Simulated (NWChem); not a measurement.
# C₄H₉O, doublet; SMILES [O]C(C)(C)C

```xyz
14

C      1.3427    -0.6645     0.0000
C     -0.0187     0.0722     0.0000
C     -0.8046    -0.2764    -1.2687
C     -0.8046    -0.2764     1.2687
O      0.3456     1.3928     0.0000
H      1.1554    -1.7487     0.0000
H      1.9237    -0.3999     0.8944
H      1.9237    -0.3999    -0.8944
H     -1.0490    -1.3490    -1.3076
H     -1.7473     0.2908    -1.2964
H     -0.2200    -0.0109    -2.1614
H     -0.2200    -0.0109     2.1614
H     -1.0490    -1.3490     1.3076
H     -1.7473     0.2908     1.2964
```
Atoms are numbered in this order, from 1.

Level: PBE0/def2-SVP, spin-unrestricted (NWChem), optimised geometry, unscaled harmonic frequencies. In the optimisation the excess spin sits in a' (Cs, its own frame). The radical's symmetric form is orbitally degenerate, so geometry and low modes hang on which distorted state is reached.

Q: List the harmonic frequencies with IR intensities, and the thermochemistry.

A: 
```
frequency (cm⁻¹)  IR intensity (km/mol)
----------------  ---------------------
188                                 0.0
250                                 0.1
254                                 0.1
327                                 1.6
331                                 1.2
407                                 1.6
412                                 0.4
435                                 3.9
762                                 0.9
890                                 4.5
918                                 1.9
932                                 1.0
944                                 0.0
1002                                2.4
1010                                2.4
1175                                2.3
1198                                0.9
1269                               29.0
1354                               13.4
1357                                3.0
1389                                2.2
1431                                0.1
1446                                0.5
1453                                2.4
1459                                6.6
1462                                7.5
1488                               12.6
3056                               19.6
3060                               12.5
3065                                5.6
3156                                0.0
3160                               25.1
3168                                7.2
3168                                8.5
3174                               14.9
3182                               13.5
```

The zero-point energy is 76.8 kcal/mol and the thermal correction to the enthalpy at 298.15 K (with zero-point energy) is 81.4 kcal/mol. The heat capacity Cv comes out as 23.7 cal/(mol K). The entropy at 298.15 K and 1 atm (symmetry number 1, electronic part: spin degeneracy alone) is 77.7 cal/(mol K). The dipole moment comes out as 1.98 D.

Rigid rotor and harmonic oscillator.
